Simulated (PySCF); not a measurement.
NMR problem set

Single conformer, fast rotation and ring inversion assumed for equivalent nuclei, isolated molecule, non-relativistic. J: B3LYP/pcJ-1 (spin–dipole term left out of most H,H and C,H couplings); geometry from GFN2-xTB; shieldings: GIAO PBE0/pcSseg-1; PySCF 2.14.0 with density-fitted response routines.

Chemical shifts δ = σref − σ; 1H (31.72 ppm), 13C (186.93 ppm) against TMS, all at this level. Multiplet labels drop J under 1 Hz and among equivalent protons, and merge close values. Unscaled 3J(H,H) run several per cent high. Acid and N–H amide carbonyl carbons lie up to 10 ppm further downfield in solution (hydrogen bonding). Shifts are as computed. Against solution values, carbons near 30 ppm lie about +3 ppm off and those near 130 ppm about +5 ppm. Of 1211 compounds with measured shifts, 218 miss one by over three times the rms of a fit or turn the order of signals round; such compounds aren't used in these exercises. OH and NH positions are gas-phase values without hydrogen bonding to other molecules.

Question: C4H5NO. 1H NMR (500 MHz, computed): δ 4.93 (br, 1H), 3.15 (d, J = 5.7 Hz, 3H), 2.08 (s, 1H). 13C{1H} NMR (computed): δ 153.4 (C), 82.3 (C), 79.4 (CH), 26.0 (CH3). What is it?

Answer: `InChI=1S/C4H5NO/c1-3-4(6)5-2/h1H,2H3,(H,5,6)`. Rings plus π bonds: 3 (no ring in the answer). 4 carbon signals for 4 carbons: no two carbons are equivalent. Carbon types of the structure: 2 × C, 1 × CH, 1 × CH3, leaving 1 H on heteroatoms. δC 153.4: amide carbonyl carbon; it is a carbonyl in resonance with an O or N lone pair, the region of acids, esters and amides. δC 82.3: alkyne carbon; the triple bond shields along its axis, which puts it between sp3 and sp2 carbons. δC 79.4: terminal alkyne carbon; the triple bond shields along its axis, which puts it between sp3 and sp2 carbons. δH 2.08: hydrogen on a terminal alkyne carbon; it lies on the axis of the triple bond, in its shielding cone.

The data come from this structure; uniqueness wasn't tested.

Question: C4H5NO2. 1H NMR (500 MHz, computed): δ 8.28 (d, J = 2.1 Hz, 1H), 6.09 (d, J = 2.1 Hz, 1H), 4.17 (s, 3H). 13C{1H} NMR (computed): δ 178.9, 165.8, 102.7, 58.0. Identify the compound.

Answer: `C1(OC)=NOC=C1`. Rings plus π bonds: 3 (1 ring in the answer). 4 carbon signals for 4 carbons: no two carbons are equivalent. Carbon types of the structure: 1 × C, 2 × CH, 1 × CH3, which accounts for all hydrogens. δC 178.9: aromatic carbon bearing oxygen; σ withdrawal by the attached heteroatom moves it downfield of the ring CH carbons. δC 165.8: aromatic CH next to the ring oxygen. δC 102.7: aromatic CH; resonance donation from the substituent shields this position. δC 58.0: methyl carbon bonded to O; deshielded by the electronegative neighbour.

This is the structure that produced the data.

Question: C4H5NO2. 1H NMR (500 MHz, computed): δ 5.24 (br s, 1H), 5.04 (s, 1H), 2.34 (s, 3H). 13C{1H} NMR (computed): δ 182.3 (C), 164.2 (C), 85.0 (CH), 14.5 (CH3). Give a structure.

Answer: SMILES Cc1cc(O)on1. The formula gives 3 degrees of unsaturation (1 ring in the answer). 4 carbon signals for 4 carbons: no two carbons are equivalent. Carbon types of the structure: 2 × C, 1 × CH, 1 × CH3, leaving 1 H on heteroatoms. δC 182.3: aromatic carbon bearing oxygen; σ withdrawal by the attached heteroatom moves it downfield of the ring CH carbons. δC 164.2: substituted aromatic carbon next to a ring nitrogen. δC 85.0: aromatic CH; resonance donation from the substituent shields this position. δH 5.24: hydrogen on a phenol-type oxygen; exchangeable, gas-phase position.

This is the structure that produced the data.
